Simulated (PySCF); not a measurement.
This PySCF input asks for the NMR shieldings of SMILES CC#C[SiH2][N-][SiH3], [C3H8NSi2]-; the geometry comes from GFN2-xTB.

```python
import basis_set_exchange as bse
import numpy as np
from pyscf import gto, dft
from pyscf.prop import nmr

atoms = """
C    -3.223147    0.050663    0.867569
C    -1.995336    0.404585    0.163263
C    -0.987923    0.695316   -0.427951
Si    0.638869    1.141476   -1.262978
N     2.014550    1.023053   -0.333411
Si    3.003917   -0.154952    0.309526
H    -3.466180   -1.002924    0.706263
H    -3.105794    0.218927    1.940891
H    -4.059312    0.658390    0.510354
H     0.435919    2.568100   -1.654334
H     0.511588    0.354048   -2.538031
H     3.881790   -0.898018   -0.656438
H     2.389966   -1.270344    1.099742
H     3.960415    0.491233    1.253368
"""
names = dict.fromkeys(["C", "Si", "N", "H"], "pcSseg-1")
basis = {el: gto.basis.parse(bse.get_basis(n, elements=[el], fmt="nwchem")) for el, n in names.items()}
mol = gto.M(atom=atoms, basis=basis, charge=-1, verbose=0)
mf = dft.RKS(mol, xc="PBE0")
mf.grids.level = 2
mf.grids.alignment = dft.numint.BLKSIZE   # the property module wants whole blocks of grid points
mf.conv_tol = 1e-9
mf.kernel()

calc = nmr.RKS(mf)   # GIAO
C = mf.mo_coeff
Co = C[:, mf.mo_occ > 0]
resp = mf.gen_response(singlet=True, hermi=2)
def vind(x):   # induced exchange potential for any number of trial vectors
    d = np.einsum("pi,xij,qj->xpq", C, 2 * x.reshape(-1, C.shape[1], Co.shape[1]), Co, optimize=True)
    return np.einsum("xpq,pi,qj->xij", resp(d - d.transpose(0, 2, 1)), C, Co, optimize=True).ravel()
mo1, _ = nmr.rhf.solve_mo1(calc, with_cphf=vind)
sigma = calc.kernel(mo1)
for i, s in enumerate(sigma):   # ppm
    print("%2d %-2s %9.2f" % (i, mol.atom_pure_symbol(i), np.trace(s) / 3))
```

Question: What are the results?

Answer: 
```
 0 C     179.74
 1 C      94.88
 2 C      84.31
 3 Si    443.62
 4 N     250.00
 5 Si    439.90
 6 H      29.87
 7 H      29.76
 8 H      29.95
 9 H      26.43
10 H      26.14
11 H      26.34
12 H      26.30
13 H      26.59
```

These numbers come from an equivalent density-fitted implementation of the same equations, which agrees with the script to about 0.01 ppm for H and up to a few tenths of a ppm for heavy atoms, so last digits may differ.

Question: Turn these shieldings into chemical shifts. Scale: ¹³C (186.93 ppm) and ²⁹Si (349.16 ppm) and ¹H (31.72 ppm) vs TMS; ¹⁵N (267.73 ppm) against NH3 (reference shieldings calculated alike).

Answer: Averaging equivalent atoms: C 2: 102.6; C 1: 92.0; C 0: 7.2; Si 5: -90.7; Si 3: -94.5; N 4: 17.7; H 9/10: 5.43; H 11/12/13: 5.31; H 6/7/8: 1.86 ppm. Experimental scales use liquid or dissolved standards, which lie at an offset from isolated NH3 (liquid NH3: subtract about 20 ppm).

Size and cost of the density-fitted run: 156 basis functions, 16 s wall time on 1 thread of an Arm Neoverse V1, shared host.
